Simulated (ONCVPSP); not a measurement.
## Varying the ONCV potential for molybdenum

Base potential:

| Item | Value |
| --- | --- |
| Element | molybdenum |
| Generator | ONCVPSP 4.0.1 |
| Type | optimised norm-conserving Vanderbilt (ONCV) |
| Functional | PBE |
| Relativity | scalar-relativistic |
| Frozen core | [Ar] 3d10 |
| Valence charge | 14 |
| Reference configuration | 4s2 4p6 4d5 5s1 |
| Partial waves | 4s+5s: rc 2.15 bohr, ncon 4, nbas 8, qcut 7.1 1/bohr, 2 projectors; 4p: rc 1.15 bohr, ncon 4, nbas 6, qcut 5.9 1/bohr, 1 projector; 4d: rc 2.45 bohr, ncon 4, nbas 8, qcut 6.9 1/bohr, 1 projector; f scattering state at 0.23 Ha: rc 1.90 bohr, ncon 4, nbas 8, qcut 6.2 1/bohr, 2 projectors, debl 0.6 Ha |
| Local potential | polynomial inside 1.00 bohr (lpopt 1, dvloc0 -1 Ha) |
| Core correction | Teter function, fcfact 5.25, rcfact 1.35 |

All-electron outer shells of the reference configuration (PBE, scalar-relativistic, ld1.x):

```csv
shell,level (eV),outermost node (bohr),outermost maximum (bohr)
3d,-220.98,–,0.32
4s,-64.35,0.51,0.99
4p,-38.49,0.52,1.08
5s,-4.09,1.34,2.93
4d,-3.75,0.53,1.38
```

Cutoffs, loose and tight: the cutoffs (Ha) at which the residual kinetic energy of the hardest occupied pseudo-wave falls to 1 and 0.1 mHa per electron. They do not see the model core or the augmentation charge, which bear on the density cutoff. Test errors are all-electron minus pseudo excitation energies from the reference, over the configurations 4s2 4p6 4d5 5s0; 4s2 4p6 4d4 5s0; 4s2 4p6 4d3 5s0; 4s2 4p6 4d6 5s0. A dash means not determined; rows that change the core or the reference have their own tests.

```csv
change,outcome,"cutoff, loose","cutoff, tight",bound ghosts,GHOST(+) flags above zero,largest test error (meV)
base,generated,60 Ha,73 Ha,none,s,+17
"reference 4s2 4p6 4d6; wave 4s+5s: rc 2.15 bohr, ncon 4, nbas 8, qcut 7.1 1/bohr, 2 projectors becomes 4s: rc 2.15 bohr, ncon 4, nbas 8, qcut 7.1 1/bohr, 2 projectors, debl 1.2 Ha","generated, projector energies reset by the program",60 Ha,73 Ha,none,s,+1.6 over the solved tests; 1 of 4 tests not solved or not reliable
s: qcut 8.5; p: qcut 7.1; d: qcut 8.3; f: qcut 7.4,generated,52 Ha,68 Ha,none,s,+11
"core correction Teter function, fcfact 5, rcfact 1.35",generated,60 Ha,73 Ha,none,s,+17
```

**Question.** What comes out with this change to the base: core [Kr], valence charge 6; reference 4d5 5s1; waves now 5s: rc 2.85 bohr, ncon 4, nbas 7, qcut 2.8 1/bohr, 2 projectors, debl 3.4 Ha; p scattering state at 0.3 Ha: rc 2.20 bohr, ncon 5, nbas 9, qcut 3.4 1/bohr, 2 projectors, debl 1.6 Ha; 4d: rc 2.00 bohr, ncon 3, nbas 8, qcut 6.9 1/bohr, 2 projectors, debl 3.5 Ha; f scattering state at 0.26 Ha: rc 3.10 bohr, ncon 3, nbas 6, qcut 3.9 1/bohr, 2 projectors, debl 0.6 Ha; local potential polynomial inside 1.95 bohr (lpopt 3, dvloc0 0 Ha)?

**Answer.** outcome: failed: ERROR pspot: first pseudo wave function has node, program will stop. Cause: the optimised pseudo-wave of the first projector has a node, so the radial equation cannot be inverted for a potential.
